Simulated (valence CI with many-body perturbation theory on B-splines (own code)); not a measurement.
## E1 transitions of Pr X

Computed by valence CI with perturbative core correlation (CI+MBPT): four valence electrons over a frozen Dirac-Fock core [Kr] 4d10, radial functions for each j: 7 s, 7 p, 7 d, 7 f, 4 g, 2 h, with the one-electron correlation potential Σ1 (screened to all orders), the two-electron term Σ2, the three-electron term Σ3, Breit, model QED; selected single and double excitations, second order for the rest, scaled by the run's own slope (own B-spline code, finite nucleus).

No measured levels were compared; by estimate terms of the open shell hold to a few per cent of their energy, and close levels can change places; configurations with another count of f electrons can be misplaced by thousands of cm⁻¹. Among the levels kept, up to 430 cm⁻¹ of a level comes from second order outside the variational space, and about a tenth of that is noise between levels of different J, which matters for small intervals.

Lines 201 to 250 of 537 in falling wavelength, among levels below 36.321 eV, chosen from the strongest by gf and those to the six lowest levels. Wavelengths and rates use the calculated energies, so an error of 2000 cm⁻¹ moves a line at 501.7 Å by 1 % and its rate by three times that or more. Electric multipoles are in the length gauge, E1 and E2 with the static RPA response of the core. Weak lines are less certain than strong ones. Lines between different terms over intervals too small for the method are left out, as are lines whose strength nearly cancels. Where a level lies close to another of its J and parity, the split of strength between their lines is uncertain. The highest levels of a list are the least certain.

Names give the largest LS component (configuration and term), which can be under half, so a name can repeat, a term be missing and a line seem to break the LS rules; names also repeat where a configuration has a term twice. Letters in brackets count levels of one name in rising energy.

| λ vac (Å) | Upper | Lower | A (s⁻¹) | log gf | Branch % |
| --- | --- | --- | --- | --- | --- |
| 501.7 | 4f5s5p² ³G°_3 [c] | 5s²5p² ³P_2 | 3.50e+08 | -1.03 | 8.5 |
| 501.5 | 4f²5s5p ⁵D°_2 [b] | 5s²5p² ³P_2 | 4.94e+08 | -1.03 | 28.9 |
| 500.6 | 4f²5s5p ¹F°_3 [b] | 4f²5s² ¹G_4 | 5.50e+08 | -0.84 | 5.3 |
| 500.6 | 4f5s5p² ³H°_5 | 4f5s²5p ³G_4 | 3.35e+09 | 0.14 | 94.7 |
| 500.5 | 4f²5s5p ³F°_2 [a] | 4f5s²5p ³F_3 | 1.09e+08 | -1.69 | 24.9 |
| 500.3 | 4f²5s5p ⁵D°_4 [b] | 4f5s²5p ³G_3 | 7.97e+08 | -0.57 | 50.9 |
| 500.2 | 5s5p³ ¹D°_2 | 4f5s²5p ³D_2 [b] | 1.65e+09 | -0.51 | 24.7 |
| 499.7 | 4f²5s5p ³H°_5 [d] | 4f²5s² ³H_6 | 1.57e+08 | -1.19 | 1.5 |
| 499.4 | 4f²5s5p ³H°_4 [b] | 4f5s²5p ³F_3 | 4.25e+08 | -0.85 | 31.5 |
| 499.0 | 4f²5s5p ⁵S°_2 [a] | 5s²5p² ³P_2 | 7.60e+08 | -0.85 | 57.1 |
| 498.6 | 4f²5s5p ³G°_3 [a] | 4f5s²5p ³F_3 | 1.40e+09 | -0.44 | 77.6 |
| 498.2 | 4f²5s5p ³G°_4 [d] | 4f²5s² ³F_3 | 2.61e+09 | -0.06 | 20.6 |
| 498.1 | 4f²5s5p ³G°_5 [c] | 4f²5s² ³F_4 | 4.49e+09 | 0.26 | 37.9 |
| 498.0 | 4f5s5p² ³F°_2 [e] | 4f²5s² ³F_3 | 1.75e+09 | -0.49 | 17.4 |
| 497.9 | 4f²5s5p ³H°_5 [c] | 4f²5s² ³H_5 | 4.80e+08 | -0.71 | 4.3 |
| 497.6 | 4f²5s5p ³D°_3 [b] | 4f²5s² ³F_2 [a] | 5.41e+08 | -0.85 | 9.7 |
| 497.1 | 4f²5s5p ³H°_5 [b] | 4f5s²5p ³G_4 | 1.75e+08 | -1.15 | 38.8 |
| 497.0 | 4f²5s5p ³G°_3 [d] | 4f²5s² ³F_2 [b] | 1.59e+09 | -0.39 | 14.3 |
| 496.9 | 4f²5s5p ³F°_2 [e] | 4f²5s² ³F_3 | 1.74e+09 | -0.49 | 23.6 |
| 496.3 | 4f²5s5p ⁵D°_0 [a] | 5s²5p² ³P_1 | 1.18e+09 | -1.36 | 86.0 |
| 496.0 | 4f²5s5p ³I°_5 [d] | 4f²5s² ³F_4 | 2.01e+08 | -1.09 | 1.6 |
| 495.6 | 4f²5s5p ³P°_2 [a] | 5s²5p² ³P_2 | 3.22e+08 | -1.23 | 21.2 |
| 495.3 | 4f²5s5p ³G°_3 [d] | 4f²5s² ³F_2 [a] | 1.34e+09 | -0.46 | 12.1 |
| 495.1 | 4f5s5p² ³F°_3 [a] | 4f5s²5p ³G_3 | 1.11e+08 | -1.54 | 7.0 |
| 494.9 | 4f²5s5p ³H°_4 [e] | 4f²5s² ³F_3 | 1.88e+08 | -1.21 | 1.7 |
| 494.4 | 4f²5s5p ³G°_3 [c] | 4f5s²5p ¹F_3 | 2.45e+08 | -1.20 | 15.0 |
| 494.4 | 4f²5s5p ³D°_3 [c] | 4f²5s² ¹G_4 | 2.98e+09 | -0.12 | 23.6 |
| 493.9 | 4f²5s5p ³F°_2 [e] | 4f²5s² ³F_2 [b] | 1.37e+09 | -0.60 | 18.4 |
| 493.7 | 4f²5s5p ³H°_6 [d] | 4f²5s² ³H_6 | 1.07e+10 | 0.70 | 85.5 |
| 493.6 | 4f5s5p² ³G°_4 [c] | 4f²5s² ³H_4 | 1.74e+09 | -0.24 | 10.8 |
| 493.5 | 4f²5s5p ³H°_5 [d] | 4f²5s² ³H_5 | 7.46e+09 | 0.48 | 72.6 |
| 493.4 | 4f5s5p² ³H°_4 | 4f5s²5p ³G_3 | 9.96e+08 | -0.49 | 54.0 |
| 493.3 | 4f³5s ⁵I°_5 | 4f²5s² ³H_5 | 1.49e+08 | -1.22 | 55.6 |
| 493.1 | 5s5p³ ¹D°_2 | 4f5s²5p ³D_3 | 7.83e+08 | -0.85 | 11.8 |
| 492.7 | 4f²5s5p ³H°_4 [f] | 4f²5s² ³F_3 | 1.32e+09 | -0.36 | 12.7 |
| 492.4 | 4f²5s5p ³F°_3 [a] | 4f5s²5p ³F_3 | 3.11e+08 | -1.10 | 53.3 |
| 492.3 | 5s5p³ ³P°_0 | 5s²5p² ³P_1 | 2.15e+09 | -1.11 | 95.6 |
| 492.1 | 4f²5s5p ³H°_5 [c] | 4f²5s² ³H_4 | 1.92e+08 | -1.12 | 1.7 |
| 491.8 | 4f²5s5p ¹F°_3 [b] | 4f²5s² ³F_4 | 2.96e+09 | -0.12 | 28.6 |
| 491.4 | 4f²5s5p ³G°_4 [a] | 4f5s²5p ³G_4 | 1.70e+08 | -1.26 | 21.0 |
| 491.4 | 4f²5s5p ³G°_3 [a] | 4f5s²5p ³F_2 | 6.19e+07 | -1.80 | 3.4 |
| 491.3 | 4f5s5p² ³G°_5 [c] | 4f²5s² ³H_5 | 2.32e+09 | -0.03 | 16.1 |
| 490.5 | 4f²5s5p ¹F°_3 [b] | 4f²5s² ³F_3 | 8.18e+08 | -0.68 | 7.9 |
| 490.3 | 4f²5s5p ³H°_4 [d] | 4f²5s² ³H_4 | 5.39e+09 | 0.24 | 60.9 |
| 490.0 | 4f³5s ⁵I°_4 | 4f²5s² ³H_4 | 1.03e+09 | -0.47 | 57.4 |
| 489.5 | 4f²5s5p ³F°_2 [b] | 4f5s²5p ³F_3 | 1.62e+09 | -0.54 | 60.4 |
| 489.0 | 4f²5s5p ³D°_2 [c] | 4f²5s² ³F_3 | 4.11e+09 | -0.13 | 36.4 |
| 488.9 | 4f5s5p² ¹F°_3 [a] | 4f²5s² ³H_4 | 4.43e+08 | -0.95 | 2.6 |
| 488.8 | 4f²5s5p ³D°_1 [e] | 4f²5s² ³F_2 [b] | 5.58e+09 | -0.22 | 45.1 |
| 488.7 | 4f²5s5p ³G°_5 [c] | 4f²5s² ³H_6 | 4.90e+09 | 0.29 | 41.4 |

Task: How does gf follow from A for the line at 495.1 Å?

Result: gf = 1.4992 × (2J+1)_upper × A / σ², with σ = 201967 cm⁻¹ and 2J+1 = 7: gf = 0.0286.
